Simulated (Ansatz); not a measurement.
`FC[SiH]([SiH3])[SiH3]` and `C[SiH]([SiH3])[SiH3]` differ in one atom or group.

Ansatz, PBE0-D4/def2-TZVP geometries, multiplicity 1. Each molecule was computed in one conformer, which needn't be the lowest.

```json
{"property": "HOMO energy (PBE0/def2-TZVPP) / eV", "`FC[SiH]([SiH3])[SiH3]`": "-7.93"}
{"property": "HOMO energy (PBE/def2-TZVPP) / eV", "`FC[SiH]([SiH3])[SiH3]`": "-6.86"}
{"property": "HOMO–LUMO gap (ωB97M-V/def2-TZVPP) / eV", "`FC[SiH]([SiH3])[SiH3]`": "11.19"}
{"property": "HOMO energy (B3LYP/def2-TZVPP) / eV", "`FC[SiH]([SiH3])[SiH3]`": "-7.74"}
{"property": "HOMO–LUMO gap (PBE0/def2-TZVPP) / eV", "`FC[SiH]([SiH3])[SiH3]`": "7.50"}
{"property": "LUMO energy (PBE/def2-TZVPP) / eV", "`FC[SiH]([SiH3])[SiH3]`": "-1.24"}
```

Task: Give the same properties after the change, and the shifts. (Estimate.)

Result: The calculation gave: 
```
                               property  `C[SiH]([SiH3])[SiH3]`  shift
     HOMO energy (PBE0/def2-TZVPP) / eV                   -7.72   0.21
      HOMO energy (PBE/def2-TZVPP) / eV                   -6.66   0.20
HOMO–LUMO gap (ωB97M-V/def2-TZVPP) / eV                   11.11  -0.08
    HOMO energy (B3LYP/def2-TZVPP) / eV                   -7.53   0.21
   HOMO–LUMO gap (PBE0/def2-TZVPP) / eV                    7.47  -0.03
      LUMO energy (PBE/def2-TZVPP) / eV                   -1.05   0.19
```

B3LYP here is the variant with VWN-RPA as its local correlation; programs differ in this.
